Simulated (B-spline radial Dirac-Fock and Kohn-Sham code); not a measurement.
# Relativistic shifts of the levels of Te¹³⁺

System: tellurium as Te¹³⁺, 1s2 2s2 2p6 3s2 3p6 3d10 4s2 4p6 4d3.

Both columns are ΔSCF binding energies of the configuration average from an atomic code on a B-spline grid: non-relativistic Hartree-Fock with a point nucleus, and Dirac-Fock with a finite nucleus and the Coulomb interaction alone, averaged over the two j levels with weights 2j+1.

| shell | Hartree-Fock (eV) | Dirac-Fock (eV) | shift (eV) | shift (%) |
| --- | --- | --- | --- | --- |
| 1s | 31007.1 | 32228.7 | +1221.56 | +3.94 |
| 2s | 4962.5 | 5263.9 | +301.44 | +6.07 |
| 2p | 4659.9 | 4748.6 | +88.68 | +1.90 |
| 3s | 1242.6 | 1307.8 | +65.19 | +5.25 |
| 3p | 1115.5 | 1136.0 | +20.50 | +1.84 |
| 3d | 881.4 | 873.1 | -8.30 | -0.94 |
| 4s | 427.0 | 442.5 | +15.47 | +3.62 |
| 4p | 376.4 | 381.1 | +4.63 | +1.23 |
| 4d | 298.7 | 297.0 | -1.68 | -0.56 |

Relativity binds 1s, 2s, 2p, 3s, 3p, 4s, 4p more strongly, among those listed most of all 2s in relative terms, and 3d, 4d more weakly, because the contracted s and p shells screen the nucleus better.

Values without a named source are computed, but for edge energies of neutral atoms, which are taken from tables.
